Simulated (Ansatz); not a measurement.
Calculated with Ansatz (gas phase, PBE0-D4/def2-TZVP geometries, no zero-point term in ΔE). CBS: MP2 limit from def2 TZ/QZ plus the TZ coupled-cluster correction, frozen cores. This one scheme is used for every species, atoms too. Functionals use def2-TZVPP. B3LYP here is the variant with VWN-RPA as its local correlation; programs differ in this. No spin–orbit coupling; open shells (•) take unrestricted orbitals. Spin–orbit coupling would lower the free atoms: a little for C, Si; clearly for Se. For Se outer-core shells are correlated without core-valence functions, so the limit isn't a true one: a few kJ/mol of doubt a bond, and 10 to 20 or more in all where bonds break to atoms. Scalar relativity is left out up to krypton. One conformer a species, not always the lowest.

`[SeH][SiH]1C[SiH2]1` → C• + 6 H• + Se• + 2 Si•  (atomization)

```tsv
level	ΔE (kJ/mol)	difference from CCSD(T)/CBS
PBE-D4	3162.8	16.3
r2SCAN-D4	3158.0	11.5
PBE0-D4	3136.7	-9.8
B3LYP-D4	3125.9	-20.6
ωB97X-V	3163.8	17.3
ωB97M-V	3136.8	-9.7
B2PLYP	3082.7	-63.8
PBE	3136.6	-9.9
r2SCAN	3151.9	5.4
PBE0	3114.2	-32.3
B3LYP	3083.0	-63.5
HF/def2-TZVPP	2282.2	-864.3
MP2/def2-TZVPP	3063.9	-82.6
SCS-MP2/def2-TZVPP	3066.1	-80.4
CCSD/def2-TZVPP	3007.3	-139.2
CCSD(T)/def2-TZVPP	3054.1	-92.4
HF/def2-QZVPP	2285.6	-860.9
MP2/def2-QZVPP	3118.1	-28.4
SCS-MP2/def2-QZVPP	3126.7	-19.8
HF/CBS(def2)	2286.2	-860.3
MP2/CBS(def2)	3156.3	9.8
CCSD/CBS(def2)	3099.7	-46.8
CCSD(T)/CBS	3146.5	0
```

Largest T1 diagnostic among the species: 0.012.

The D4 term adds +42.9 kJ/mol with B3LYP and +22.5 kJ/mol with PBE0; it sums over pairs of atoms, weighted by their polarisabilities, and B3LYP, whose exchange is more repulsive, gets the larger term. From PBE to PBE0 (25 % exact exchange), in def2-TZVPP and without D4, ΔE moves by −22.3 kJ/mol: exact exchange takes away binding that semilocal exchange gives to molecules.

For atomizations the MP2-based limit and the directly extrapolated one differ by several kJ/mol either way, and by 10 to 25 for some Ge, Se and Sn compounds, so smaller differences from it don't rank the levels.
